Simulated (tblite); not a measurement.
Compound: C5H5BrP2.
Atom-mapped SMILES: `[CH3:1][c:2]1[cH:3][p:4][cH:5][p:6][c:7]1[Br:8]` (hydrogens: H9, H10, H11 on C1; H12 on C3; H13 on C5)

Computed with GFN2-xTB (tblite), gas phase: L-BFGS steps from a force-field or distance-geometry start until the largest atomic force falls under 0.01 eV/Å.

Geometry at step 13:
```
atom  x, y, z in Å
C1     -1.8990   -0.2678    0.2223
C2     -0.4524   -0.0779   -0.0972
C3      0.2940   -1.2012   -0.4241
P4      2.0135   -1.4086   -0.4392
C5      2.6015    0.1772   -0.0668
P6      1.7738    1.6883    0.0346
C7      0.1037    1.1911   -0.0061
Br8    -1.0712    2.6958    0.3088
H9     -2.0548    0.0683    1.2432
H10    -2.1695   -1.3152    0.1791
H11    -2.5611    0.3074   -0.4182
H12    -0.2628   -2.1154   -0.6038
H13     3.6799    0.2584    0.0496
```

Problem. Give the atomic forces at this geometry.

Solution. 
```
atom  Fx (eV/Å)  Fy (eV/Å)  Fz (eV/Å)
  C1     -0.067     -0.025      0.076
  C2      0.032      0.031     -0.056
  C3      0.094      0.031      0.057
  P4      0.099      0.050     -0.027
  C5     -0.034      0.011     -0.085
  P6      0.015     -0.046      0.021
  C7      0.051      0.037      0.142
 Br8      0.044     -0.091     -0.041
  H9     -0.141      0.107      0.153
 H10     -0.078     -0.135     -0.125
 H11      0.029      0.044     -0.118
 H12      0.019      0.025      0.073
 H13     -0.064     -0.038     -0.071
```

The largest, 0.23 eV/Å, acts on H9; the rms over all components is 0.075 eV/Å. The forces sum to zero within rounding, as they must for an isolated molecule in no field.

Problem. Give the force on H9 in Eh/bohr and in nN.

Solution. 0.234 eV/Å ÷ 51.422 = 0.00455 Eh/bohr, and 0.234 eV/Å × 1.602 = 0.37 nN.

Problem. How far is this geometry from the end of the optimisation?

Solution. 0.074 eV above it, and 0.201 Å rms away after alignment. The bonds farthest from their final lengths, with half the difference of the two atoms' forces along the bond (positive lengthens):

```csv
bond,now (Å),final (Å),force along bond (eV/Å)
C7–Br8,1.935,1.928,-0.06
C1–C2,1.494,1.500,+0.07
C1–H10,1.083,1.087,+0.06
P4–C5,1.732,1.728,-0.05
C1–H11,1.086,1.090,+0.05
C1–H9,1.086,1.090,+0.06
```

The angle farthest from its final value is C2–C1–H11, 113.4° against 110.3°.

What follows is the cost of the whole relaxation. Hardware: Intel Xeon Platinum 8488C, one thread, shared host with 192 logical CPUs at a one-minute load of 36. Cost: 0.5 s of wall time.
